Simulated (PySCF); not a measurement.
# What went wrong, or what changed?

The sound run of [Ce(H2O)4]3+ (singlet in the valence; each metal's 4f electrons, 1 of them, lie in its core potential, out of spins and levels) uses PySCF 2.14.0, RKS PBE, Ce lcecp-1-SVP with ECP47, O def2-SVP, H def2-SVP; non-relativistic Hamiltonian with scalar-relativistic core potentials where named; density fitting; no spin-orbit coupling, grid (50, 194), threshold 1e-8 and 55 cycles at the relaxed geometry. This run, with dm0 from free metal ions and neutral atoms, differs:

```python
mol = gto.M(atom='''
Ce     0.00002     0.00000     0.00000
O      1.44918     1.39766     1.33419
H      2.25744     1.13366     1.84753
H      1.39173     2.37617     1.49523
O     -1.44911    -1.33420     1.39767
H     -1.39183    -1.49507     2.37614
H     -2.25741    -1.84751     1.13368
O      1.44918    -1.39766    -1.33419
H      1.39173    -2.37617    -1.49523
H      2.25744    -1.13366    -1.84753
O     -1.44911     1.33420    -1.39767
H     -2.25741     1.84751    -1.13368
H     -1.39183     1.49507    -2.37614''',
    basis={'Ce': 'lcecp-1-SVP', 'O': 'def2-SVP', 'H': 'def2-SVP'},
    ecp={'Ce': 'lcecp-1-SVP'},
    charge=0, spin=0)
mf = dft.RKS(mol, xc='PBE')
mf.grids.atom_grid = (50, 194)  # f atoms: unpruned, at least (60, 302)
mf = mf.density_fit()  # fitting sets: Ce AutoAux, O def2-universal-JKFIT, H def2-universal-JKFIT
mf.conv_tol = 1e-08; mf.max_cycle = 61
mf.kernel(dm0)
```

Task: What was changed, and how did it end?

Result: The charge was changed. The program refused it. The cycle limit differs too. These settings are unsound on purpose: the numbers aren't the compound's.
```
RuntimeError: Electron number 51 and spin 0 are not consistent
Note mol.spin = 2S = Nalpha - Nbeta, not 2S+1
```

Run from Python with OMP_NUM_THREADS=2; the lines above give its settings.

An lcecp potential fixes the number of 4f electrons, so in runs with it no electron can move into or out of that shell.
